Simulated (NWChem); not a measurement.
Molecule: LaF$_{3}$; SMILES [F][La]([F])[F]

Results from NWChem. Medium grid unless said otherwise, to which SCAN and Minnesota functionals are sensitive. The geometry was optimised at PBE0/def2-SVP. def2 effective core potentials on La; no spin-orbit coupling. Hybrids' shares of exact exchange are those that their runs print; pure functionals count as 0. The functionals differ in more than this share.

```csv
row,share of exact exchange,orbital gap (eV)
M06-L/def2-SVP,0.00,5.77
B3LYP/def2-SVP,0.20,6.93
B3PW91/def2-SVP,0.20,7.27
r2SCAN0/def2-SVP,0.25,8.20
M06/def2-SVP,0.27,withheld
```

Task: Fit a straight line of the last column on the one before it, predict the withheld value, and compare with the run.

Result: 
1. Means of the 4 shown rows: x = 0.163, y = 7.042. Slope Σ(x − x̄)(y − ȳ)/Σ(x − x̄)² = 0.3124/0.03688 = 8.471; intercept 5.666.
2. The shown rows scatter about the line by 0.307 (root mean square); the largest residual is -0.43, at B3LYP/def2-SVP.
3. At x = 0.27 (M06/def2-SVP; beyond the shown range) the line gives 7.95.
4. The run gives 7.18, -0.77 from the line, 2.5 times the scatter.
